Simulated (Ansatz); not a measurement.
Ideal-gas functions of `[NH2][Al]([Cl])[Br]` at 600 K and 1 bar, from an Ansatz frequency run at PBE0-D4/def2-TZVP.

Molar mass 158.36 g/mol, point group Cs (symmetry number 1), electronic degeneracy 1, moments of inertia 121.599, 376.113, 497.712 u Å². Harmonic wavenumbers (cm⁻¹, unscaled): 125, 159, 211, 359, 375, 391, 546, 700, 870, 1559, 3615, 3710.

Use S(trans) = R[1.5 ln M + 2.5 ln T − 1.1517]; rotational temperatures θ = 24.2544 K / I; S(rot) = R[ln(√π/σ · √(T³/θAθBθC)) + 1.5]; for each mode x = 1.438777 ν̃/T, S = R[x/(eˣ − 1) − ln(1 − e⁻ˣ)] and H = RT x/(eˣ − 1); 1 cm⁻¹ = 0.0119627 kJ/mol; R = 8.31446 J/(mol·K).

Problem. By hand: the entropy, in J/(mol·K).

Solution. Translation 186.6. Rotation: θ = 0.1995, 0.0645, 0.0487 K, giving 127.7. Vibration, mode by mode: 18.36, 16.38, 14.07, 9.81, 9.47, 9.15, 6.64, 4.92, 3.56, 0.96, 0.01, 0.01, in all 93.4. Electronic 0.0. Sum 407.7 J/(mol·K).

Problem. By hand: H − E and G − E in kJ/mol, counted from the electronic energy.

Solution. Zero-point energy ½ × 12620 × 0.0119627 = 75.5; thermal vibration 27.7; translation, rotation and pV give 4 RT = 20.0. H − E = 123.2 kJ/mol, and G − E = 123.2 − 600 × 407.7/1000 = -121.4 kJ/mol.

Vibration gives 23 % of the entropy, 18.4 J/(mol·K) of it from the mode under 150 cm⁻¹: soft modes count most, and the harmonic formula is weakest for them. The sum counts one conformer and one mirror image; others add a mixing term.
